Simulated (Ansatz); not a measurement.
`Cl[Si](Br)(Br)Br` + HBr → `Br[Si](Br)(Br)Br` + HCl at 500 K and 1 bar (ligand exchange at the Si–Cl bond).

Program: Ansatz. Geometries: PBE0-D4/def2-TZVP. ΔE: electronic, gas phase. CCSD(T)/CBS adds triple-zeta CCSD(T) − MP2 to the extrapolated MP2 energy (def2 sets, frozen cores). This one scheme is used for every species. For Br outer-core shells are correlated without core-valence functions, which leaves a few kJ/mol of doubt a bond. Scalar relativity is left out up to krypton.

```tsv
species	CCSD(T)/CBS energy (Eh)	H − E (kJ/mol)	S (J/(mol·K))
`Cl[Si](Br)(Br)Br`	-8469.00948	56.9	430.5
HBr	-2573.91920	30.5	213.7
`Br[Si](Br)(Br)Br`	-10582.54636	56.5	431.5
HCl	-460.38127	32.5	201.9
```

H − E and S are ideal-gas, rigid-rotor, harmonic terms from PBE0-D4/def2-TZVP. 1 Eh = 2625.50 kJ/mol, R = 8.31446 J/(mol·K).

By hand: ΔE, ΔH, ΔS and ΔG.

ΔE = (-10582.54636) + (-460.38127) − (-8469.00948) − (-2573.91920) = 0.00105 Eh = 2.8 kJ/mol. Δ(H − E) = 56.5 + 32.5 − 56.9 − 30.5 = 1.6, so ΔH = 4.4 kJ/mol. ΔS = 431.5 + 201.9 − 430.5 − 213.7 = -10.8 J/(mol·K). ΔG = 4.4 − 500 × (-10.8)/1000 = 9.8 kJ/mol.

By hand: the equilibrium constant, and the temperature at which ΔG would vanish if ΔH and ΔS stayed fixed.

log₁₀ K = −ΔG/(RT ln 10) = -1.0. ΔH and −TΔS have one sign here, so there is no such temperature.

TΔS isn't small against ΔH here. A doubt of 5 kJ/mol in ΔE shifts log₁₀ K by 0.5 here. These are equilibria of isolated gas molecules and say nothing of rates. Largest T1 diagnostic: 0.007 (customary marks: 0.02 for closed shells, 0.045 for open ones).
